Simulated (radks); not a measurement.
The numbers below are computed, except where a source is named.
Q: The mean radii <r> (bohr) of the occupied orbitals of an atom or ion are listed with their occupations. Level of theory: scalar-relativistic Kohn-Sham, PBE, spin-unpolarised, spherical densities, finite nucleus; Fermi nuclear charge, rms radius of each element as measured or else 0.836 A^(1/3) + 0.57 fm (a radial shooting solver on a logarithmic mesh with Libxc functionals).

| orbital | occ. | <r> |
|---|---|---|
| 1s | 2 | 0.03342 |
| 2s | 2 | 0.1432 |
| 2p | 6 | 0.1244 |
| 3s | 2 | 0.3480 |

Name the element and its charge.

A: Z = 44, ruthenium, charge +32: Ru32+ in [Ne] 3s2. The 1s radius gives Z: for a bare nucleus <r> = (2 gamma + 1)/(2Z) with gamma = sqrt(1 - (Z/c)^2), 0.03289 bohr for Z = 44, and screening makes it slightly larger (0.03342 here). The occupations add up to 12, and the charge is Z minus that.
